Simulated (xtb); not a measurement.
CdFBr, SMILES [F][Cd][Br]. All values are semi-empirical tight-binding results from xtb (GFN2-xTB unless named), good for trends rather than for accurate numbers. Coordinates come from a GFN2-xTB optimisation.

Optimised geometry:

Bond lengths (Å): Cd1–F2 1.932, Cd1–Br3 2.377. Angles (°): F2–Cd1–Br3 106.0.
Charge 0, spin multiplicity 1.

For metal compounds this method's bond lengths and energies can be far off.

Estimate the properties. (An estimate is asked for; the answer gives what the named calculation found.)


point group as xtb finds it: Cs
orbital gap: 3.13 eV
zero-point energy: 0.9 kcal/mol
G − E(el) at 298.15 K (modified RRHO): -18.2 kcal/mol

Computed atomic charges and the Wiberg bond orders between heavy atoms:
charges (e) Cd1 0.44, F2 -0.38, Br3 -0.06. Bond orders Cd1–F2 0.81, Cd1–Br3 1.14.
